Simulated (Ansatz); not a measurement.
Reaction (ligand exchange at the Si–N bond): `B[SiH2]N=C` + HBr → `B[SiH2]Br` + `C=N`

Program: Ansatz. Geometries: PBE0-D4/def2-TZVP. ΔE: electronic, gas phase. CCSD(T)/CBS adds triple-zeta CCSD(T) − MP2 to the extrapolated MP2 energy (def2 sets, frozen cores). This one scheme is used for every species. Functionals use def2-TZVPP. B3LYP here is the variant with VWN-RPA as its local correlation; programs differ in this. HSE06 is defined as in plane-wave codes. For Br outer-core shells are correlated without core-valence functions, which leaves a few kJ/mol of doubt a bond. Scalar relativity is left out up to krypton. Each species was taken in one conformer, which may not be the lowest.

| level | ΔE (kcal/mol) | difference from CCSD(T)/CBS |
| --- | --- | --- |
| LDA (SPW92) | -12.2 | 2.7 |
| PBE-D4 | -14.1 | 0.8 |
| revPBE-D4 | -13.6 | 1.3 |
| BLYP-D4 | -12.4 | 2.5 |
| r2SCAN-D4 | -14.2 | 0.7 |
| B97M-V | -13.2 | 1.7 |
| PBE0-D4 | -14.9 | 0.0 |
| B3LYP-D4 | -13.2 | 1.7 |
| r2SCAN0-D4 | -14.8 | 0.1 |
| HSE06-D4 | -14.9 | 0.0 |
| BHLYP-D4 | -14.2 | 0.7 |
| CAM-B3LYP-D4 | -12.9 | 2.0 |
| ωB97X-V | -14.4 | 0.5 |
| ωB97M-V | -14.4 | 0.5 |
| B2PLYP | -13.8 | 1.1 |
| PBE-QIDH | -15.1 | -0.2 |
| PBE | -14.4 | 0.5 |
| revPBE | -15.1 | -0.2 |
| BLYP | -13.1 | 1.8 |
| r2SCAN | -14.3 | 0.6 |
| PBE0 | -15.2 | -0.3 |
| B3LYP | -13.7 | 1.2 |
| r2SCANh | -14.6 | 0.3 |
| r2SCAN0 | -15.0 | -0.1 |
| HSE06 | -15.2 | -0.3 |
| BHLYP | -14.2 | 0.7 |
| CAM-B3LYP | -13.1 | 1.8 |
| LC-ωPBE | -14.8 | 0.1 |
| RPA@PBE/def2-TZVPP | -13.6 | 1.3 |
| MP2/def2-SVP | -14.0 | 0.9 |
| CCSD/def2-SVP | -14.1 | 0.8 |
| HF/def2-TZVPP | -15.3 | -0.4 |
| MP2/def2-TZVPP | -14.2 | 0.7 |
| SCS-MP2/def2-TZVPP | -14.0 | 0.9 |
| CCSD/def2-TZVPP | -14.1 | 0.8 |
| CCSD(T)/def2-TZVPP | -13.9 | 1.0 |
| HF/def2-QZVPP | -15.0 | -0.1 |
| SCS-MP2/def2-QZVPP | -14.4 | 0.5 |
| MP2/CBS(def2) | -15.1 | -0.2 |
| CCSD/CBS(def2) | -15.1 | -0.2 |
| CCSD(T)/CBS | -14.9 | 0 |

Largest T1 diagnostic among the species: 0.013.

Leaving LDA and LC-ωPBE aside and taking each functional with its dispersion term where it has one, the values spread over 2.7 kcal/mol, from PBE-QIDH to BLYP-D4. LDA lies +2.2 kcal/mol from PBE without D4. From BLYP to BHLYP (50 % exact exchange), in def2-TZVPP and without D4, ΔE moves by −1.1 kcal/mol. At CCSD(T), def2-SVP lies +1.1 kcal/mol from the extrapolated value and def2-TZVPP +1.0 kcal/mol.
